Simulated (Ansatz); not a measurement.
CH$_{5}$BGeO, SMILES `C[B]1[O][GeH2]1`. Total charge 0; spin multiplicity 1. Geometry: relaxed with PBE0-D4/def2-TZVP.

```xyz
9

C    -1.288   -0.841    0.597
B    -0.087    0.068    0.251
O     0.634    1.028    0.747
Ge    1.360    0.636   -1.059
H    -0.989   -1.892    0.556
H    -1.683   -0.620    1.592
H    -2.084   -0.711   -0.140
H     1.292    2.004   -1.765
H     2.844    0.329   -0.779
```

What is the dipole moment at PBE/def2-TZVPP? (Best estimate.)

The calculation gave: 1.75 D, with components (-0.94, -1.29, -0.71) D in this frame, pointing from negative to positive charge.

And with r2SCAN, B3LYP, ωB97M-V? (Best estimate.)

Computed: r2SCAN 1.82 D, B3LYP 1.91 D, ωB97M-V 1.91 D.

Give the Mulliken charges with PBE, r2SCAN, B3LYP in def2-TZVPP. (Best estimate.)

Computed: 
```json
{"atom": "C1", "PBE": "-0.32", "r2SCAN": "-0.22", "B3LYP": "-0.29"}
{"atom": "B2", "PBE": "0.11", "r2SCAN": "0.21", "B3LYP": "0.18"}
{"atom": "O3", "PBE": "-0.23", "r2SCAN": "-0.30", "B3LYP": "-0.30"}
{"atom": "Ge4", "PBE": "0.11", "r2SCAN": "0.13", "B3LYP": "0.10"}
{"atom": "H5", "PBE": "0.11", "r2SCAN": "0.08", "B3LYP": "0.10"}
{"atom": "H6", "PBE": "0.11", "r2SCAN": "0.08", "B3LYP": "0.11"}
{"atom": "H7", "PBE": "0.11", "r2SCAN": "0.08", "B3LYP": "0.10"}
{"atom": "H8", "PBE": "-0.01", "r2SCAN": "-0.02", "B3LYP": "-0.01"}
{"atom": "H9", "PBE": "-0.01", "r2SCAN": "-0.02", "B3LYP": "-0.01"}
```

B3LYP here is the variant with VWN-RPA as its local correlation; programs differ in this.
